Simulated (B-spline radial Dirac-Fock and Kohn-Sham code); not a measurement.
# Scattering functions of Tm³⁺

System: Tm³⁺, 1s2 2s2 2p6 3s2 3p6 3d10 4s2 4p6 4d10 4f10 5s2 5p6 5d2 (an excited configuration).

The run's input, task.json:

```json
{"items": [{
  "Z": 69,
  "q": 3,
  "cfg": [[1, 0, 2], [2, 0, 2], [2, 1, 6], [3, 0, 2], [3, 1, 6], [3, 2, 10], [4, 0, 2], [4, 1, 6], [4, 2, 10], [4, 3, 10], [5, 0, 2], [5, 1, 6], [5, 2, 2]],
  "A": 169,
  "rrms": 5.2256,
  "do": ["scatter"],
  "s": [0.0, 0.05, 0.1, 0.15, 0.2, 0.25, 0.3, 0.35, 0.4, 0.45, 0.5, 0.6, 0.7, 0.8, 0.9, 1.0, 1.1, 1.2, 1.4, 1.6, 1.8, 2.0, 2.5, 3.0, 3.5, 4.0, 5.0, 6.0],
  "pz": [0, 0.1, 0.14, 0.19, 0.26, 0.36, 0.49, 0.68, 0.93, 1.3, 1.8, 2.4, 3.3, 4.6, 6.3, 8.7, 12.0, 16.0, 23.0, 31.0, 43.0],
  "hv_scatter": [1000, 2000, 5000, 8047.8, 20000, 100000, 200000, 500000]
}]}
```

Launch: `python xray_run.py task.json out`

Method: Dirac-Fock orbitals of the configuration average with a finite nucleus. Computed with a radial atomic solver. f₀ is the Fourier transform of the spherical electron density, S the Waller-Hartree incoherent function, and s = sin θ/λ. The electron scattering factor follows from the Mott-Bethe formula f_e = 0.023934 Å⁻¹·(Z − f₀)/s².

```
s (Å⁻¹)      f₀       S  f_e (Å)
      0  66.000   0.000        –
   0.05  65.333   0.704   35.106
    0.1  63.459   2.532   13.261
   0.15  60.701   4.906    8.828
    0.2  57.440   7.383    6.917
   0.25  54.007   9.783    5.741
    0.3  50.633  12.075    4.884
   0.35  47.447  14.264    4.211
    0.4  44.506  16.338    3.664
   0.45  41.818  18.279    3.213
    0.5  39.366  20.071    2.837
    0.6  35.056  23.230    2.257
    0.7  31.369  25.959    1.838
    0.8  28.181  28.418    1.526
    0.9  25.441  30.691    1.287
      1  23.121  32.811    1.098
    1.1  21.191  34.800    0.946
    1.2  19.606  36.672    0.821
    1.4  17.237  40.074    0.632
    1.6  15.538  42.989    0.500
    1.8  14.146  45.413    0.405
      2  12.865  47.410    0.336
    2.5   9.905  51.130    0.226
      3   7.599  53.802    0.163
    3.5   6.126  55.864    0.123
      4   5.265  57.503    0.095
      5   4.286  59.914    0.062
      6   3.496  61.544    0.044
```

f₀ starts at the number of electrons, 66, and has fallen to half at s ≈ 0.66 Å⁻¹. The sum of ⟨r²⟩ over the electrons is 36.82 bohr². For an ion f_e diverges as s goes to zero, because of the net charge.
